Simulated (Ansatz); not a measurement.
Consider the hydrogenolysis of a B–F bond: `N=C1NB1F` + H₂ → `N=C1BN1` + H–F.

Computed with Ansatz on PBE0-D4/def2-TZVP structures; ΔE is electronic, products minus reactants. CBS: MP2 limit from def2 TZ/QZ plus the TZ coupled-cluster correction, frozen cores. This one scheme is used for every species. DFT in def2-TZVPP. B3LYP here is the variant with VWN-RPA as its local correlation; programs differ in this. Each species was taken in one conformer, which may not be the lowest.

```csv
level,ΔE (kJ/mol)
BLYP-D4,113.5
B3LYP-D4,110.0
r2SCANh-D4,113.0
B2PLYP,107.6
PBE,107.5
r2SCANh,112.7
MP2/def2-SVP,127.9
SCS-MP2/def2-QZVPP,102.4
```

**Question.** What does CCSD(T)/CBS give? (Best estimate.)

**Answer.** The calculation gave: +99.8 kJ/mol. The listed levels differ from it by 13.7, 10.2, 13.2, 7.8, 7.7, 12.9, 28.1, 2.6 kJ/mol.

**Question.** What do rigid-rotor, harmonic-oscillator terms from PBE0-D4/def2-TZVP frequencies (298.15 K, 1 bar) make of the CCSD(T)/CBS value? (An estimate is asked.)

**Answer.** Computed: ΔZPE = +12.2 kJ/mol, ΔH = +110.3 kJ/mol, ΔS = 22 J/(mol·K), ΔG = +103.8 kJ/mol.

Largest T1 diagnostic among the species: 0.015.

From PBE to PBE0 (25 % exact exchange), in def2-TZVPP and without D4, ΔE moves by −4.1 kJ/mol. At CCSD(T), def2-SVP lies +23.6 kJ/mol from the extrapolated value and def2-TZVPP +3.5 kJ/mol.
